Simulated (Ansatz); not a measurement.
Consider the redistribution: `N[Si](F)(F)Cl` + `N[SiH2]S[SiH](N)O` → `N[SiH2]S[Si](N)(F)F` + `N[SiH](O)Cl`.

Isolated molecules relaxed with PBE0-D4/def2-TZVP in Ansatz; ΔE leaves out vibrations. CBS: MP2 limit from def2 TZ/QZ plus the TZ coupled-cluster correction, frozen cores. This one scheme is used for every species. Functionals use def2-TZVPP. B3LYP here is the variant with VWN-RPA as its local correlation; programs differ in this. One conformer a species, not always the lowest.

| level | ΔE (kcal/mol) | difference from CCSD(T)/CBS |
| --- | --- | --- |
| PBE-D4 | 0.8 | 1.1 |
| r2SCAN-D4 | 0.3 | 0.6 |
| PBE0-D4 | 0.4 | 0.7 |
| B3LYP-D4 | -0.3 | 0.0 |
| ωB97X-V | -0.8 | -0.5 |
| ωB97M-V | -0.7 | -0.4 |
| B2PLYP | -0.5 | -0.2 |
| PBE | 0.5 | 0.8 |
| r2SCAN | 0.2 | 0.5 |
| PBE0 | 0.1 | 0.4 |
| B3LYP | -0.8 | -0.5 |
| HF/def2-TZVPP | -3.0 | -2.7 |
| MP2/def2-TZVPP | 0.3 | 0.6 |
| SCS-MP2/def2-TZVPP | -0.4 | -0.1 |
| CCSD/def2-TZVPP | -0.5 | -0.2 |
| CCSD(T)/def2-TZVPP | 0.2 | 0.5 |
| HF/def2-QZVPP | -3.0 | -2.7 |
| MP2/def2-QZVPP | 0.1 | 0.4 |
| SCS-MP2/def2-QZVPP | -0.6 | -0.3 |
| HF/CBS(def2) | -3.1 | -2.8 |
| MP2/CBS(def2) | -0.1 | 0.2 |
| CCSD/CBS(def2) | -0.9 | -0.6 |
| CCSD(T)/CBS | -0.3 | 0 |

Largest T1 diagnostic among the species: 0.012.

In def2-TZVPP, CCSD(T) changes the Hartree–Fock value by +3.2 kcal/mol (the triples alone add +0.7 kcal/mol) and MP2 by +3.3 kcal/mol.
